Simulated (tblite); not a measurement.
C5H11OP.
Atom-mapped SMILES: `[CH2:1]=[CH:2][CH2:3][P@H:4](=[O:5])[CH2:6][CH3:7]` (hydrogens: H8, H9 on C1; H10 on C2; H11, H12 on C3; H13 on P4; H14, H15 on C6; H16, H17, H18 on C7)

Computed with GFN2-xTB (tblite), gas phase: L-BFGS steps from a force-field or distance-geometry start until the largest atomic force falls under 0.01 eV/Å.

Step 41: E = -623.4886 eV
```
atom  x, y, z in Å  |  force x, y, z in eV/Å
C1     -2.4555    0.9093    0.0864   -0.010   0.033  -0.046
C2     -1.8889   -0.0079   -0.6731   -0.039  -0.125  -0.015
C3     -1.2278   -1.2303   -0.1500    0.005  -0.075   0.023
P4      0.5503   -1.1810   -0.6085   -0.074   0.091  -0.148
O5      1.3898   -2.1541    0.0911    0.057   0.030   0.070
C6      1.0222    0.5946   -0.4204   -0.006  -0.044  -0.002
C7      2.4984    0.7413   -0.0953    0.009  -0.018   0.009
H8     -2.5253    0.7939    1.1545    0.001   0.022   0.038
H9     -2.8652    1.8098   -0.3325   -0.098   0.055   0.010
H10    -1.8232    0.1178   -1.7446   -0.073   0.034  -0.057
H11    -1.6365   -2.1535   -0.5730   -0.041   0.039  -0.037
H12    -1.2968   -1.3006    0.9381    0.039   0.016   0.038
H13     0.4940   -1.3863   -1.9947    0.082   0.034   0.057
H14     0.7537    1.1419   -1.3266   -0.012  -0.031   0.054
H15     0.4142    0.9973    0.3984    0.053  -0.077  -0.015
H16     3.1176    0.6192   -0.9810   -0.029  -0.010  -0.021
H17     2.7839   -0.0274    0.6201    0.031   0.031   0.044
H18     2.6864    1.7222    0.3348    0.104  -0.004  -0.003
```

Step 42: E = -623.4914 eV
```
atom  x, y, z in Å  |  force x, y, z in eV/Å
C1     -2.4540    0.9106    0.0814   -0.008   0.012  -0.040
C2     -1.8905   -0.0116   -0.6748   -0.032  -0.094  -0.034
C3     -1.2266   -1.2320   -0.1500   -0.014  -0.050   0.029
P4      0.5499   -1.1786   -0.6127   -0.067   0.078  -0.096
O5      1.3946   -2.1509    0.0812    0.057   0.001   0.079
C6      1.0188    0.5938   -0.4121    0.015  -0.031  -0.003
C7      2.4971    0.7386   -0.0952    0.015  -0.010   0.001
H8     -2.5252    0.7973    1.1497    0.003   0.031   0.040
H9     -2.8610    1.8113   -0.3403   -0.097   0.041   0.014
H10    -1.8256    0.1143   -1.7466   -0.069   0.019  -0.057
H11    -1.6353   -2.1576   -0.5666   -0.046   0.031  -0.042
H12    -1.2921   -1.2951    0.9388    0.040   0.004   0.040
H13     0.4943   -1.3782   -1.9972    0.073   0.034   0.014
H14     0.7449    1.1490   -1.3109   -0.011  -0.019   0.029
H15     0.4159    0.9901    0.4129    0.047  -0.076   0.002
H16     3.1118    0.6044   -0.9825   -0.036   0.005  -0.024
H17     2.7871   -0.0236    0.6254    0.011   0.039   0.049
H18     2.6872    1.7246    0.3229    0.119  -0.014  -0.002
```

Step 43: E = -623.4961 eV
```
atom  x, y, z in Å  |  force x, y, z in eV/Å
C1     -2.4486    0.9139    0.0661   -0.011  -0.041  -0.009
C2     -1.8936   -0.0229   -0.6809   -0.037   0.022  -0.044
C3     -1.2241   -1.2381   -0.1476   -0.044   0.023   0.020
P4      0.5482   -1.1729   -0.6238    0.018  -0.024   0.074
O5      1.4085   -2.1461    0.0527   -0.018   0.021   0.037
C6      1.0097    0.5920   -0.3884    0.051   0.028  -0.005
C7      2.4940    0.7327   -0.0952    0.032   0.013  -0.012
H8     -2.5238    0.8087    1.1368    0.015   0.049  -0.012
H9     -2.8504    1.8156   -0.3632   -0.073  -0.029   0.030
H10    -1.8301    0.1026   -1.7539   -0.059  -0.028  -0.035
H11    -1.6341   -2.1687   -0.5493   -0.050   0.016  -0.038
H12    -1.2792   -1.2814    0.9431    0.036  -0.027   0.021
H13     0.4930   -1.3532   -2.0062    0.050   0.033  -0.064
H14     0.7182    1.1703   -1.2666    0.003  -0.015   0.006
H15     0.4213    0.9683    0.4558    0.044  -0.079   0.018
H16     3.0943    0.5645   -0.9882   -0.059   0.038   0.003
H17     2.7938   -0.0108    0.6424   -0.029   0.067   0.027
H18     2.6941    1.7317    0.2899    0.130  -0.067  -0.018
```

**Question.** Estimate the geometry and energy of step 44. (The exact step hangs on the optimiser's Hessian estimate; all steps are aligned on step 43, rigid shifts and turns removed.)

**Answer.** E = -623.4982 eV, largest force 0.136 eV/Å
```
atom  x, y, z in Å  |  force x, y, z in eV/Å
C1     -2.4469    0.9144    0.0605   -0.022  -0.044   0.008
C2     -1.8955   -0.0268   -0.6841   -0.032   0.058  -0.039
C3     -1.2243   -1.2401   -0.1466   -0.039   0.050   0.001
P4      0.5473   -1.1709   -0.6272    0.046  -0.047   0.116
O5      1.4126   -2.1432    0.0450   -0.042   0.019   0.025
C6      1.0075    0.5917   -0.3810    0.054   0.037   0.000
C7      2.4934    0.7309   -0.0954    0.028   0.018  -0.014
H8     -2.5218    0.8119    1.1320    0.019   0.050  -0.027
H9     -2.8493    1.8166   -0.3690   -0.059  -0.056   0.029
H10    -1.8326    0.0986   -1.7577   -0.058  -0.049  -0.019
H11    -1.6355   -2.1720   -0.5440   -0.044   0.015  -0.027
H12    -1.2738   -1.2761    0.9453    0.026  -0.038  -0.001
H13     0.4944   -1.3443   -2.0097    0.039   0.031  -0.075
H14     0.7092    1.1768   -1.2519    0.009  -0.007  -0.007
H15     0.4240    0.9595    0.4696    0.036  -0.068   0.032
H16     3.0877    0.5520   -0.9900   -0.049   0.037  -0.002
H17     2.7950   -0.0054    0.6484   -0.031   0.057   0.022
H18     2.7000    1.7326    0.2792    0.119  -0.062  -0.021
```

The energy changes by -0.0020 eV. The first-order estimate −F·Δx gives -0.0025 eV and the mean of the old and new forces, exact on a quadratic surface, -0.0021 eV. The step makes an angle of 78° with the force vector and moves no atom by more than 0.018 Å.
